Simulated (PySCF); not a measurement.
**Computed properties of HgBr, SMILES [Br][Hg+], charge +1**

HgBr, SMILES [Br][Hg+], charge +1. Geometry: PBE0-D3(BJ)/def2-TZVP. The multiplicity is an assumed one; other spin states were not compared. The def2 effective core potentials stand for the cores of Hg; spin–orbit coupling is left out. The values are those of a single conformer. All values are computed for the isolated molecule unless a solvent is named; none is compared with measurement here.

**Structure.** The optimised structure has C∞v symmetry. All 1 harmonic modes at PBE0-D3(BJ)/def2-TZVP (PySCF) are real, so it is a minimum.

**Vibrations.** No mode carries more than 0.5 km/mol of infrared intensity. The softest mode is at 252 cm⁻¹ and the zero-point energy is 0.4 kcal/mol.

**Electronic structure.** HF/def2-TZVPD (PySCF) places the frontier levels at -16.81 and -7.74 eV, a gap of 9.07 eV and a mean polarisability of 43.4 bohr³.

**Excitations.** TDDFT-CAM-B3LYP/def2-TZVPD (PySCF) has S1 at 1.82 eV (681 nm, f = 0.004, weak); the most intense of the 10 singlets computed lies at 4.73 eV (f = 0.19). Strengths of degenerate partners are summed. T1 (TDA) is at 1.30 eV.
